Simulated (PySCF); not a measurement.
NMR data simulated for an unnamed compound:

1H NMR (300 MHz, computed): δ 8.45 (m, 2H), 7.77 (d, 2H).

13C{1H} NMR (computed): δ 165.1 (C), 155.0 (C), 140.4 (CH), 135.5 (CH), 127.7 (C).

One computed conformer, no relativistic terms, one averaged value for each set of equivalent atoms, no solvent model. Shielding tensors at PBE0/pcSseg-1 (GIAO); coordinates at the GFN2-xTB level; PySCF 2.14.

Chemical shifts δ = σref − σ; TMS for 1H (σ = 31.72 ppm), 13C (σ = 186.93 ppm), all at this level.

**Question.** Which of these does the molecule contain: a benzene ring, a heteroaromatic ring, a Si–H bond, a (CH3)2CH unit?

**Answer.** 
- A benzene ring: yes.
- A heteroaromatic ring: no.
- A Si–H bond: no.
- A (CH3)2CH unit: no.

The data belong to SMILES O=C(F)c1ccc(Cl)cc1, C₇H₄ClFO; they needn't prove each group on their own.

Carbon signals by region: 1 in the far downfield region (above 160 ppm), 4 in the sp2 and nitrile region (100–160 ppm). Above 160 ppm: 165.1, carbonyl carbon.

Carbons that carry Cl, above all several Cl atoms, come out too deshielded, partly because spin–orbit coupling is missing. Splittings by 19F in the carbon and heteronuclear signals aren't shown, as no couplings were computed. Shifts are as computed. Against solution values, carbons near 30 ppm lie about +3 ppm off and those near 130 ppm about +5 ppm; carbons on Cl a further +6 ppm. Of 1211 compounds with measured shifts, 218 miss one by over three times the rms of a fit or turn the order of signals round; such compounds aren't used in these exercises. No couplings were computed; multiplicities are counted from neighbouring protons, with m where these are inequivalent, close in shift, in a saturated or five-membered ring or joined by F or P, and br s for small geminal =CH2 splittings.
